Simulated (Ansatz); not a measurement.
Mulliken charges of `BB(C)I` from ωB97M-V/def2-TZVPP in Ansatz (PBE0-D4/def2-TZVP geometry).

| atom | x (Å) | y (Å) | z (Å) | charge (e) |
| --- | --- | --- | --- | --- |
| B1 | -0.479 | 1.415 | -0.709 | -0.255 |
| B2 | 0.003 | -0.013 | -0.119 | -0.010 |
| C3 | 0.313 | -0.988 | 1.031 | -0.299 |
| I4 | 0.326 | -0.612 | -2.230 | -0.028 |
| H5 | -1.625 | 1.598 | -1.005 | 0.104 |
| H6 | 0.309 | 2.294 | -0.908 | 0.103 |
| H7 | 0.025 | -0.593 | 2.007 | 0.128 |
| H8 | -0.174 | -1.955 | 0.874 | 0.128 |
| H9 | 1.390 | -1.192 | 1.044 | 0.128 |

Task: By hand: the dipole of these point charges (1 e Å = 4.8032 D).

Result: Σ q r = (0.041, -0.124, 0.241) e Å, of length 0.274 e Å = 1.32 D.

Task: How does the dipole of the full density compare? (An estimate is asked.)

Result: Ansatz gave: (0.068, -0.219, 0.353) e Å, 2.02 D; the point charges give 0.65 times that, at 5° from its direction.

Point charges leave out the atoms' own dipoles, such as those of lone pairs, and Mulliken's split depends on the basis, so the two needn't agree.
